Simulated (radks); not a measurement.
Results of a calculation; reference values are marked as such.
Sn IV, configuration [Kr] 4d10 5s1. Code: a radial shooting solver on a logarithmic mesh with Libxc functionals. Model: scalar-relativistic Kohn-Sham, PBE, spin-unpolarised, spherical densities, point nucleus.

Normalised radial functions P(r) = r R(r), r in bohr:

```
   r/bohr * 3p, o 4p (the largest magnitude, 1.89, reaches the edge; | marks zero, & curves that meet)
 0.001008                             &
 0.001154                             &
 0.001333                             &
 0.001527                             &
 0.001764                             &
 0.002021                             &
 0.002334                             &
 0.002674                             &
 0.003088                             &
 0.003538                             &
 0.004086                             &
 0.004681                             &
 0.005407                             o*
 0.006194                             o*
 0.007154                             o*
 0.008196                             |&
 0.009465                             |o*
  0.01084                             |o*
  0.01252                             |o *
  0.01435                             |o *
  0.01657                             | o *
  0.01898                             | o  *
  0.02175                             |  o  *
  0.02512                             |  o   *
  0.02878                             |   o    *
  0.03324                             |   o     *
  0.03808                             |    o      *
  0.04397                             |     o      *
  0.05038                             |     o       *
  0.05818                             |     o        *
  0.06666                             |     o        *
  0.07698                             |     o        *
   0.0882                             |    o       *
   0.1019                             |   o     *
   0.1167                             | o   *
   0.1348                            o*
   0.1544                       *  o  |
   0.1783                *      o     |
   0.2043          *          o       |
   0.2359     *             o         |
   0.2703   *                o        |
   0.3122  *                  o       |
   0.3577    *                    o   |
   0.4098       *                     o
   0.4732            *                |     o
   0.5422                 *           |          o
   0.6262                     *       |              o
   0.7174                        *    |                o
   0.8285                           * |                o
   0.9492                            *|               o
    1.096                             *            o
    1.256                             *         o
     1.45                             *      o
    1.662                             *   o
    1.919                             * o
    2.199                             *o
    2.539                             *o
    2.909                             &
     3.36                             &
    3.849                             &
    4.445                             &
    5.093                             &
    5.882                             &
    6.739                             &
```

3p: eigenvalue -728.45 eV, 1 radial node at r = 0.135 bohr, <r> = 0.338 bohr, 90 % of the charge inside 0.507 bohr. 4p: eigenvalue -119.19 eV, 2 radial nodes at r = 0.129, 0.406 bohr, <r> = 0.885 bohr, 90 % of the charge inside 1.30 bohr.
